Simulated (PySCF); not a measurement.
Isomers of C5H7Cl2O (doublet state), one GFN2-xTB conformer each. Single-point energies are computed at B3LYP/pcH-1 (PySCF, gas phase, no added dispersion term), electronic only. GFN2-xTB treats the open shell by occupation alone, and not every SCF solution was tested for stability.

Question: Rank them by B3LYP/pcH-1 energy, lowest first (kJ/mol).
A. `[CH2:1]=[CH:2][CH:3][C:4]([Cl:5])([Cl:6])[CH2:7][OH:8]` (doublet state) with C1–C2–C3–C4 -178°, C2–C3–C4–Cl5 -37°, C3–C4–C7–O8 -55°, C4–C7–O8–H -59°
B. `[CH2:1]=[C:2][CH2:3][C:4]([Cl:5])([Cl:6])[CH2:7][OH:8]` (doublet state) with C1–C2–C3–C4 151°, C2–C3–C4–Cl5 62°, C3–C4–C7–O8 180°, C4–C7–O8–H -53°
C. `[CH2:1]/[CH:2]=[CH:3]/[C:4]([Cl:5])([Cl:6])[CH2:7][OH:8]` (doublet state) with H–C1–C2–C3 180° and 0°, C2–C3–C4–Cl5 109°, C3–C4–C7–O8 62°, C4–C7–O8–H 57°

Answer: A (0.0), C (0.0), B (115.4).

Neighbours under 21 kJ/mol apart (C=C[CH]C(Cl)(Cl)CO and [CH2]/C=C/C(Cl)(Cl)CO) can change places with a better method, another conformer or zero-point energy. GFN2-xTB itself gives, in the same order: 0.0, 2.1, 110.8. Both levels put the same isomer lowest; measured from each level's own lowest isomer, the values differ by up to 4.6 kJ/mol (C=[C]CC(Cl)(Cl)CO: 110.8 against 115.4).
